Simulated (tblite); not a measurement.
Species: C₂H₈ClNOSi₂.
Atom-mapped SMILES: `[CH3:1][C:2](=[O:3])[NH:4][SiH2:5][SiH2:6][Cl:7]` (hydrogens: H8, H9, H10 on C1; H11 on N4; H12, H13 on Si5; H14, H15 on Si6)

Computed with GFN2-xTB (tblite), gas phase: Langevin dynamics at 300 K from the optimised GFN2-xTB geometry, time step 0.5 fs, friction 0.01 fs⁻¹, 2000 steps. The instantaneous temperature is 2·E(kin)/(3Nk) with all 3N coordinates.

```
t (fs)  T (K)  E(pot) above start (eV)  C1–C2 (Å)  C2=O3 (Å)  C2–N4 (Å)  N4–Si5 (Å)  Si5–Si6 (Å)  C1–H8 (Å)  C1–C2–N4–Si5 (°)
     0    239                    0.000      1.509      1.224      1.339       1.776        2.312      1.086               180
    50    184                    0.284      1.506      1.236      1.317       1.770        2.337      1.112              -173
   100    201                    0.261      1.539      1.228      1.325       1.767        2.295      1.060               171
   150    253                    0.469      1.482      1.210      1.353       1.799        2.311      1.132               161
   200    304                    0.347      1.539      1.220      1.339       1.773        2.351      1.054               170
   250    212                    0.491      1.530      1.241      1.318       1.754        2.302      1.062              -170
   300    285                    0.593      1.475      1.190      1.315       1.806        2.269      1.113              -172
   350    361                    0.584      1.576      1.235      1.349       1.767        2.301      1.068              -174
   400    349                    0.394      1.519      1.228      1.319       1.823        2.407      1.088              -165
   450    322                    0.529      1.544      1.200      1.314       1.765        2.279      1.107              -177
   500    301                    0.468      1.516      1.246      1.332       1.805        2.340      1.095               171
   550    257                    0.405      1.476      1.230      1.339       1.776        2.420      1.101               175
   600    299                    0.444      1.519      1.223      1.333       1.871        2.273      1.116              -172
   650    360                    0.586      1.458      1.231      1.331       1.730        2.263      1.081               179
   700    431                    0.387      1.517      1.222      1.346       1.847        2.343      1.076               176
   750    299                    0.359      1.529      1.230      1.304       1.799        2.317      1.090              -166
   800    289                    0.308      1.552      1.207      1.315       1.815        2.339      1.093              -174
   850    273                    0.471      1.526      1.253      1.320       1.797        2.359      1.115               169
   900    316                    0.413      1.506      1.206      1.356       1.757        2.360      1.095               154
   950    267                    0.526      1.509      1.206      1.340       1.750        2.294      1.096               159
  1000    326                    0.347      1.499      1.214      1.332       1.724        2.257      1.050              -178
```

Problem. From 500 fs on, how do temperature and potential energy compare with equipartition?

Solution. The mean temperature of these 11 frames is 311 K against the target 300 K, and the mean potential energy 0.43 eV against 39 × kT/2 = 0.50 eV for 39 classical harmonic modes. For 15 atoms in a canonical ensemble the temperature itself scatters by T·√(2/(3N)) = 63 K; here its standard deviation is 47 K. The whole run lasts only 10 friction times of 100 fs, so these averages carry a wide statistical error.

Problem. What are the kinetic and total energies of the listed frame with the highest potential energy?

Solution. The one at 300 fs, 0.593 eV above the start. Its kinetic energy is 3NkT/2 = 0.552 eV at 285 K, so the sum is 1.15 eV; over the listed frames the sum runs from 0.46 to 1.28 eV, since the thermostat adds and removes energy.

Problem. How much do the listed bonds fluctuate from 500 fs on?

Solution. 
| bond | at the start (Å) | mean (Å) | standard deviation (Å) |
| --- | --- | --- | --- |
| C1–C2 | 1.509 | 1.510 | 0.025 |
| C2=O3 | 1.224 | 1.224 | 0.015 |
| C2–N4 | 1.339 | 1.331 | 0.014 |
| N4–Si5 | 1.776 | 1.788 | 0.044 |
| Si5–Si6 | 2.312 | 2.324 | 0.047 |
| C1–H8 | 1.086 | 1.092 | 0.018 |

The motion is classical and holds no zero-point motion.

The cost below is that of the whole dynamics run. On one thread, Intel Xeon at 2.60 GHz (x86_64), shared host with 128 logical CPUs at a one-minute load of 17, this took 20 s of wall time and 0.18 GiB of memory at its peak.
